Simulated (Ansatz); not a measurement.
Computed with Ansatz on PBE0-D4/def2-TZVP structures; ΔE is electronic, products minus reactants. CBS: MP2 limit from def2 TZ/QZ plus the TZ coupled-cluster correction, frozen cores. Functionals use def2-TZVPP. B3LYP here is the variant with VWN-RPA as its local correlation; programs differ in this. For Ge outer-core shells are correlated without core-valence functions, which leaves a few kJ/mol of doubt a bond. Scalar relativity is left out up to krypton. Each species was taken in one conformer, which may not be the lowest.

Consider the cleavage of the Si–Si bond: `O[SiH2][Si](F)(Cl)Cl` + `[OH][GeH2][OH]` → `O[SiH2][O][GeH2][OH]` + `F[SiH](Cl)Cl`.

Q: Is it downhill or uphill in electronic energy at CCSD(T)/CBS, and by how much? (Estimate.)

A: Ansatz gave: Downhill: ΔE = -142.8 kJ/mol.

Q: What do these levels give: B3LYP-D4, ωB97M-V, B2PLYP, PBE, PBE0, B3LYP, HF/def2-TZVPP, MP2/def2-TZVPP, CCSD/def2-TZVPP, CCSD(T)/def2-TZVPP, MP2/def2-QZVPP, HF/CBS(def2)? (Estimate.)

A: Ansatz gave: B3LYP-D4 -135.2, ωB97M-V -143.6, B2PLYP -145.9, PBE -115.0, PBE0 -125.6, B3LYP -139.5, HF/def2-TZVPP -167.5, MP2/def2-TZVPP -151.4, CCSD/def2-TZVPP -149.1, CCSD(T)/def2-TZVPP -145.9, MP2/def2-QZVPP -150.4, HF/CBS(def2) -170.1 kJ/mol.

Largest T1 diagnostic among the species: 0.012.

In def2-TZVPP, CCSD(T) changes the Hartree–Fock value by +21.5 kJ/mol (the triples alone add +3.2 kJ/mol) and MP2 by +16.1 kJ/mol. From PBE to PBE0 (25 % exact exchange), in def2-TZVPP and without D4, ΔE moves by −10.6 kJ/mol. The D4 term adds +4.3 kJ/mol with B3LYP and +2.4 kJ/mol with PBE0; it sums over pairs of atoms, weighted by their polarisabilities, and B3LYP, whose exchange is more repulsive, gets the larger term.
